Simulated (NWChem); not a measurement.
System: SiNH3BrCl; SMILES N[SiH](Cl)Br

NWChem input:

```
start job
memory heap 200 mb stack 900 mb global 1100 mb
geometry units angstroms noautosym
  Si     0.446428    -0.551305     0.502270
  N      1.971342    -0.860703    -0.196198
  Cl    -0.811868    -2.031955    -0.184760
  Br    -0.279608     1.476186    -0.072468
  H      0.375749    -0.563344     1.981767
  H      2.056876    -1.672918    -0.889020
  H      2.695886    -0.069873    -0.277441
end
basis spherical
  * library def2-svp
end
dft
  xc pbe0
  grid fine
  iterations 150
end
driver
  maxiter 120
  tight
end
task dft optimize
task dft freq
```

Parts of the log:

```
             Northwest Computational Chemistry Package (NWChem) 7.3.0
             --------------------------------------------------------

                             Geometry "geometry" -> ""
                             -------------------------

 Output coordinates in angstroms (scale by  1.889725989 to convert to a.u.)

  No.       Tag          Charge          X              Y              Z
 ---- ---------------- ---------- -------------- -------------- --------------
    1 Si                  14.0000     0.42550878    -0.56543591     0.49179105
    2 N                    7.0000     1.95042278    -0.87483391    -0.20667695
    3 Cl                  17.0000    -0.83278722    -2.04608591    -0.19523895
    4 Br                  35.0000    -0.30052722     1.46205509    -0.08294695
    5 H                    1.0000     0.35482978    -0.57747491     1.97128805
    6 H                    1.0000     2.03595678    -1.68704891    -0.89949895
    7 H                    1.0000     2.67496678    -0.08400391    -0.28791995

 Effective nuclear repulsion energy (a.u.)     402.0881557793

                                Z-matrix (autoz)
                                --------

 Units are Angstrom for bonds and degrees for angles

[...]

      ----------------------
      Optimization converged
      ----------------------

  Step       Energy      Delta E   Gmax     Grms     Xrms     Xmax
  ---- ---------------- -------- -------- -------- -------- --------
@   25   -3379.30990006 -2.8D-10  0.00000  0.00000  0.00001  0.00003
                                     ok       ok       ok       ok

                                Z-matrix (autoz)
                                --------

 Units are Angstrom for bonds and degrees for angles

[...]

 Rotational Constants
 --------------------
 A=   0.137177 cm-1  (  0.197362 K)
 B=   0.049981 cm-1  (  0.071910 K)
 C=   0.038910 cm-1  (  0.055981 K)

 Temperature                      =   298.15K
 frequency scaling parameter      =   1.0000

 Zero-Point correction to Energy  =   23.841 kcal/mol  (  0.037993 au)
 Thermal correction to Energy     =   27.706 kcal/mol  (  0.044153 au)
 Thermal correction to Enthalpy   =   28.299 kcal/mol  (  0.045097 au)

 Total Entropy                    =   81.330 cal/mol-K
   - Translational                =   41.098 cal/mol-K (mol. weight = 159.8888)
   - Rotational                   =   28.181 cal/mol-K (symmetry #  =        1)
   - Vibrational                  =   12.050 cal/mol-K

 Cv (constant volume heat capacity) =   19.740 cal/mol-K
   - Translational                  =    2.979 cal/mol-K
   - Rotational                     =    2.979 cal/mol-K
   - Vibrational                    =   13.781 cal/mol-K

[normal modes left out]

 ----------------------------------------------------------------------------
 Normal Eigenvalue ||           Projected Infra Red Intensities
  Mode   [cm**-1]  || [atomic units] [(debye/angs)**2] [(KM/mol)] [arbitrary]
 ------ ---------- || -------------- ----------------- ---------- -----------
    1       -0.000 ||    0.001606           0.037         1.566       0.292
    2       -0.000 ||    0.000258           0.006         0.252       0.047
    3       -0.000 ||    0.000642           0.015         0.625       0.117
    4       -0.000 ||    0.000377           0.009         0.368       0.069
    5       -0.000 ||    0.000082           0.002         0.080       0.015
    6        0.000 ||    0.000032           0.001         0.031       0.006
    7      121.342 ||    0.010308           0.238        10.049       1.874
    8      170.206 ||    0.003851           0.089         3.754       0.700
    9      220.043 ||    0.009840           0.227         9.593       1.789
   10      289.968 ||    0.014912           0.344        14.537       2.711
   11      393.631 ||    0.047018           1.085        45.835       8.549
   12      436.696 ||    0.223127           5.148       217.515      40.572
   13      563.770 ||    0.139263           3.213       135.760      25.323
   14      715.950 ||    0.023513           0.542        22.922       4.276
   15      813.931 ||    0.169512           3.911       165.249      30.823
   16      893.254 ||    0.039176           0.904        38.191       7.124
   17      912.417 ||    0.201586           4.651       196.516      36.655
   18     1533.674 ||    0.063121           1.456        61.533      11.477
   19     2302.729 ||    0.087651           2.022        85.447      15.938
   20     3606.949 ||    0.061074           1.409        59.538      11.105
   21     3710.183 ||    0.057951           1.337        56.493      10.537
 ----------------------------------------------------------------------------
```

Level: PBE0/def2-SVP. This build's default masses of Se (78.918 u) and Br (79.917 u) are each other's, which moves their modes by up to 0.6 %.
